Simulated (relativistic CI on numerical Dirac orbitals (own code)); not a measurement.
Computed by Dirac-Coulomb-Breit CI, separate exchange-only KLI orbitals for each configuration, QED by a radiative potential, unscaled Slater integrals (own radial code, finite nucleus).

The strongest absorption lines from the ground level of an ion, among the configurations computed and to levels below about 404 eV (vacuum wavelength in nm, gf): 6.5218 (0.2), 6.5581 (0.11), 6.8185 (0.41), 6.8902 (0.84), 6.9399 (1.1), 7.2206 (0.4), 8.9672 (0.21), 9.3352 (0.19).

Question: Which ion is it?
A. Tc28+
B. Zr25+
C. Pd31+
D. In34+

Answer: C. Pd31+ has 15 electrons and the ground level 3s2 3p3 4S°_3/2; the strongest line goes to 3s2 3p2 3d 2D_3/2. The pattern of lines fixes the number of electrons, and along that sequence the line energies rise steadily with the charge (about as its square where n changes within one kind of shell, about linearly where n is kept but much faster in heavy ions where fine structure, which grows about as Z⁴, sets the gap, and irregularly where shells cross), which fixes Z. Configurations outside the model, such as inner-shell arrays, can give stronger lines. At this charge energies of transitions that change n are usually good to better than 1 %, and those within a shell (Δn = 0) to a few per cent.

LS names give the leading component of a level, which can be under half, so a name can repeat, a term be missing and a line seem to break the LS rules.
